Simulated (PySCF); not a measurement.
## CH4F3NOSi2

The system: CH4F3NOSi2, a carbene (divalent C1, bonded to 1 N + 1 O); neutral, singlet. The structure, one conformer, was relaxed in the gas phase by PBE0-D3(BJ)/def2-SVP. No frequency run checks that it is a minimum.

SMILES: F[Si](F)(F)O[C]N[SiH3]

```tsv
atom	x (Å)	y (Å)	z (Å)
C1	0.268	-1.180	-0.183
N2	-0.653	-0.223	-0.158
Si3	-2.344	-0.627	-0.562
O4	1.495	-0.710	0.151
Si5	2.319	0.639	0.539
F6	3.003	0.466	1.964
F7	1.374	1.936	0.601
F8	3.451	0.914	-0.543
H9	-0.404	0.742	0.100
H10	-3.179	-0.489	0.666
H11	-2.809	0.365	-1.573
H12	-2.362	-2.011	-1.089
```

Shieldings: GIAO PBE0/pcSseg-1. Shifts are against computed references at the same level: C TMS (σ 184.4 ppm), H TMS (σ 31.27 ppm), Si TMS (σ 352.0 ppm). Core levels by delta-SCF with SCAN, pcX-2 on the ionised atom and pcseg-1 elsewhere, spin-free X2C (2p3/2 is the spin-free 2p value less a third of a first-order spin-orbit splitting); from the vacuum level, for chosen atoms.

(1) Give the NMR and core-level values of the distinct atoms.

(2) Which of Si3, Si5 holds its core electrons tightest, and by how much against the loosest?

(3) By CAM-B3LYP/def2-SVPD (TDDFT singlets, Tamm-Dancoff triplets, ionisation by delta-SCF), where does absorption start, and what does vertical ionisation take?

## Answers

(1) 
```json
{"atoms": "C1", "bonded to": "1 N + 1 O", "σ (ppm)": "-125.6", "δ (ppm)": "310.0", "core level (eV)": "-"}
{"atoms": "N2", "bonded to": "1 C + 1 Si + 1 H", "σ (ppm)": "81.1", "δ (ppm)": "-", "core level (eV)": "1s 406.22"}
{"atoms": "Si3", "bonded to": "1 N + 3 H", "σ (ppm)": "396.3", "δ (ppm)": "-44.3", "core level (eV)": "2p3/2 107.99"}
{"atoms": "O4", "bonded to": "1 C + 1 Si", "σ (ppm)": "105.9", "δ (ppm)": "-", "core level (eV)": "1s 539.76"}
{"atoms": "Si5", "bonded to": "3 F + 1 O", "σ (ppm)": "457.5", "δ (ppm)": "-105.5", "core level (eV)": "2p3/2 110.85"}
{"atoms": "F6", "bonded to": "1 Si", "σ (ppm)": "329.2", "δ (ppm)": "-", "core level (eV)": "-"}
{"atoms": "F7", "bonded to": "1 Si", "σ (ppm)": "320.4", "δ (ppm)": "-", "core level (eV)": "-"}
{"atoms": "F8", "bonded to": "1 Si", "σ (ppm)": "329.4", "δ (ppm)": "-", "core level (eV)": "-"}
{"atoms": "H9", "bonded to": "1 N", "σ (ppm)": "24.29", "δ (ppm)": "6.98", "core level (eV)": "-"}
{"atoms": "H10 H11 H12", "bonded to": "1 Si", "σ (ppm)": "26.31", "δ (ppm)": "4.95", "core level (eV)": "-"}
```

Values are those of this one static structure, with the three H of a rotating XH3 group averaged; atoms that internal rotation interchanges would show their mean in an NMR spectrum.

Core levels of C1 are left out, their hole states being strongly spin-contaminated.

(2) Si5 (bonded to 3 F + 1 O), by 2.86 eV over Si3 (bonded to 1 N + 3 H).

(3) The lowest singlet lies at 4.43 eV (f 0.012), the strongest of the first 6 at 6.18 eV (f 0.046), the lowest triplet at 2.66 eV; vertical ionisation takes 9.15 eV.

The 3 runs behind this took 2.1 min in all, one thread each of Arm Neoverse V2 on a shared host, launched as `OMP_NUM_THREADS=1 python cluster_run.py task.json out`.
